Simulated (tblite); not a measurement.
C3H4F4S.
Structure used (GFN2-xTB), in Å, numbered top down from 1:
```
atom  x, y, z in Å
F1     2.025   -1.480    0.284
C2     1.920   -0.124    0.283
S3     0.929    0.450   -1.130
C4    -0.663   -0.341   -0.724
C5    -1.509    0.497    0.215
F6    -1.810    1.697   -0.287
F7    -0.916    0.711    1.400
F8    -2.675   -0.115    0.482
H9     1.463    0.182    1.227
H10    2.919    0.301    0.159
H11   -0.475   -1.317   -0.276
H12   -1.207   -0.460   -1.660
```

Computed with GFN2-xTB (tblite): harmonic, unscaled wavenumbers at the GFN2-xTB geometry, gas phase. This tight-binding method is rough: wavenumbers can miss measured ones by several per cent, in bad cases by 10 to 20. One conformer, not necessarily the lowest.

Harmonic wavenumbers (cm⁻¹): 34.0, 55.0, 117.3, 148.8, 216.4, 328.2, 335.5, 377.9, 471.6, 478.5, 573.0, 694.5, 749.0, 822.2, 826.4, 905.3, 1017.6, 1023.1, 1046.9, 1165.4, 1173.7, 1180.3, 1222.3, 1241.7, 1391.0, 1396.9, 2972.2, 2988.7, 2999.7, 3018.1.

A = 2985, B = 1008, C = 913.5 MHz; mass 147.997 u (most abundant isotopes); point group C1, symmetry number 1.

**Question.** Zero-point energy?

**Answer.** Half the sum of the wavenumbers: 15486 cm⁻¹ = 44.28 kcal/mol.

**Question.** Entropy at 200 K, 1 bar (ideal gas, RRHO, classical rotation)?

**Answer.** Translation 38.93, rotation 27.96, vibration 17.16: S = 84.1 cal/(mol K).

**Question.** And Cp and H(200 K) − H(0)?

**Answer.** Cp = 24.48 cal/(mol K), of which vibrations give 16.54 (their classical limit is 30 R = 59.6); H(200 K) − H(0) = 3.34 kcal/mol without the zero-point energy, 1.75 from vibrations.

**Question.** How do the functions run with temperature in this model?

**Answer.** 
| T (K) | S (cal/(mol K)) | Cp (cal/(mol K)) | H − H(0) (kcal/mol) | G − H(0) (kcal/mol) | ln q(vib) |
| --- | --- | --- | --- | --- | --- |
| 50 | 59.7 | 12.9 | 0.52 | -2.47 | 0.75 |
| 100 | 70.0 | 17.0 | 1.27 | -5.73 | 1.95 |
| 298.15 | 95.2 | 31.6 | 6.10 | -22.28 | 6.34 |
| 373.15 | 102.8 | 36.5 | 8.65 | -29.70 | 7.90 |
| 500 | 114.4 | 43.1 | 13.72 | -43.50 | 10.45 |
| 750 | 133.6 | 51.3 | 25.62 | -74.60 | 15.11 |
| 1000 | 149.1 | 56.0 | 39.08 | -110.00 | 19.26 |

q(vib) and H(0) count from the zero-point level.

**Question.** Which modes carry the vibrational entropy at 200 K?

**Answer.** 34.0 cm⁻¹: 4.79; 55.0 cm⁻¹: 3.84; 117.3 cm⁻¹: 2.38; 148.8 cm⁻¹: 1.94; 216.4 cm⁻¹: 1.30; 328.2 cm⁻¹: 0.69 cal/(mol K); the other 24 give 2.22 together.

Hindered rotation and anharmonicity are outside this model. Other conformers, if any are populated, would add a mixing term that is left out. The structure is chiral; the term R ln 2 for an equal mix with its mirror image is left out.

Run on one thread of an x86-64 server, no GPU, shared host. The figure is for the frequency step alone.
